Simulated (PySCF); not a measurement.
# A ladder of Hamiltonians for Ho(53+) (holmium, charge +53)

Occupied: 1s1/2, 2s1/2, 2p1/2, 2p3/2, 3s1/2, 3p1/2. Hartree-Fock calculated with PySCF 2.14 in an even-tempered Gaussian basis (17 s from 6.5 bohr⁻², ratio 2.7; 14 p from 7.8 bohr⁻², ratio 2.7), Gaussian nucleus throughout. NR is non-relativistic, sf-X2C the spin-free one-electron X2C Hamiltonian, X2C adds the bare one-electron spin-orbit term, X2C-SNSO screens it by Boettger's factors, DC is four-component Dirac-Coulomb, and the Gaunt and Breit terms are added at first order (total energies over the DC spinors, levels after relaxing the spinors in that mean field). QED terms are absent. Levels marked empty are virtual spinors of this ion; the basis has s and p functions only, so 3d, which can lie below the n = 4 levels, is absent.

| level (eV) | X2C | X2C-SNSO |
| --- | --- | --- |
| 1s1/2 | -59832.4 | -59833.5 |
| 2s1/2 | -13220.1 | -13220.5 |
| 2p1/2 | -12817.0 | -12795.2 |
| 2p3/2 | -11888.5 | -11896.5 |
| 3s1/2 | -5279.5 | -5279.6 |
| 3p1/2 | -5143.3 | -5137.8 |
| 3p3/2 (empty) | -4799.3 | -4801.4 |
| 4s1/2 (empty) | -2739.6 | -2739.7 |

Task: Where do the four-component calculations put these levels?

Result: 1s1/2: DC -59894.2, DC+Gaunt -59717.1, DC+Breit -59729.3; 2s1/2: DC -13228.8, DC+Gaunt -13209.8, DC+Breit -13211.3; 2p1/2: DC -12799.8, DC+Gaunt -12767.5, DC+Breit -12770.8; 2p3/2: DC -11902.5, DC+Gaunt -11880.9, DC+Breit -11884.1; 3s1/2: DC -5281.6, DC+Gaunt -5276.9, DC+Breit -5277.5; 3p1/2: DC -5139.0, DC+Gaunt -5130.7, DC+Breit -5131.8; 3p3/2 (empty): DC -4802.7, DC+Gaunt -4797.4, DC+Breit -4798.5; 4s1/2 (empty): DC -2740.3, DC+Gaunt -2738.6, DC+Breit -2738.9 (eV).

```tsv
Hamiltonian	E (hartree)	E − E(DC) (hartree)	CPU seconds
X2C	-9680.9802	3.0075	0.27
X2C-SNSO	-9680.0407	3.9470	0.27
DC	-9683.9877	0.0000	17
DC+Gaunt	-9672.7648	11.2229	30
DC+Breit	-9673.7829	10.2048	90
```

Weight of the small component: 1s1/2 0.0628, 2s1/2 0.0144, 2p1/2 0.0143, 2p3/2 0.0132, 3s1/2 0.00549, 3p1/2 0.00544, 3p3/2 0.00510, 4s1/2 0.00257.

Koopmans' value for the highest occupied level at DC+Breit: 5131.8 eV, against an ionisation energy of 5135 ± 5 eV (theoretical estimate listed by NIST; NIST Atomic Spectra Database, ionization energies); the former lacks relaxation, correlation, QED and recoil.

The whole ladder took 140 s of wall time on 1 thread of Intel(R) Xeon(R) Platinum 8259CL CPU @ 2.50GHz (shared host), launched as `OMP_NUM_THREADS=1 python relrun2.py TASK.json OUT` (a driver that calls PySCF for each Hamiltonian).
